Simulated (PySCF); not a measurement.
Worked example: refractive index and permittivity of the vapour

B(Cl)(Me)(SMe) (C2H6BClS), SMILES CSB(Cl)C.

Geometry optimised at PBE0-D3(BJ)/def2-SVP. The structure was generated by enumeration, and PubChem lists no compound with its InChIKey, so it may never have been made. One conformer was computed; it need not be the lowest.

CAM-B3LYP/def2-TZVP in PySCF gives a mean static polarisability of 69.4 bohr³ and a dipole moment of 2.89 D. Take an ideal gas at 298.15 K and 1 bar, whether or not the substance is that volatile.

**Question.** Work out n − 1 in the optical limit and the static ε − 1.

**Answer.** 
Polarisability volume α' = 69.4 × 0.148185 = 10.28 Å³. Number density N = p/kT = 2.43e-5 Å⁻³.
Dilute limit of Lorentz–Lorenz: n − 1 = 2π N α' = 0.0016.
Orientation term of Debye: μ²/(3kT) = 8.098 Å³ × μ²(D²) = 67.63 Å³.
ε − 1 = 4π N (α' + μ²/3kT) = 0.024. Orientation of the dipole supplies 87 % of the static response; it can't follow optical fields. Vibrational polarisation and dispersion are left out.
